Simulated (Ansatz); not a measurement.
Reactions of C8H16, SMILES `CC[C@@H]1CCC[C@H]1C`.

Program: Ansatz. Geometries: PBE0-D4/def2-TZVP. ΔE: electronic, gas phase. CCSD(T)/CBS is the MP2 limit (def2-TZVPP, def2-QZVPP) plus CCSD(T) − MP2 in def2-TZVPP, frozen cores. This one scheme is used for every species, atoms too. Open shells (•) are unrestricted, without spin–orbit coupling. Spin–orbit coupling would lower the free atoms: a little for C. One conformer a species, not always the lowest.

| reaction | HF/CBS(def2) (kJ/mol) |
| --- | --- |
| `CC[C@@H]1CCC[C@H]1C` → `C[C@H]1CC[C@@H](C)CC1` | -17 |
| `CC[C@@H]1CCC[C@H]1C` → `C[C@@H]1CCCC[C@@H]1C` | -10 |
| `CC[C@@H]1CCC[C@H]1C` → `C[C@H]1CC[C@H](C)CC1` | -28 |
| `CC[C@@H]1CCC[C@H]1C` → `CC1(C)CCCCC1` | -14 |
| `CC[C@@H]1CCC[C@H]1C` → `C=CCCCCCC` | 55 |
| `CC[C@@H]1CCC[C@H]1C` → `C[C@@H]1CCCC[C@H]1C` | -5 |
| `CC[C@@H]1CCC[C@H]1C` → 8 C• + 16 H• | 7474 |

(1) Give the CCSD(T)/CBS values in the same order. (Best estimate.)

Largest T1 diagnostic: 0.009, for `C=CCCCCCC`.

Answers

(1) Computed: -21, -18, -28, -25, 80, -14, 9831 kJ/mol.
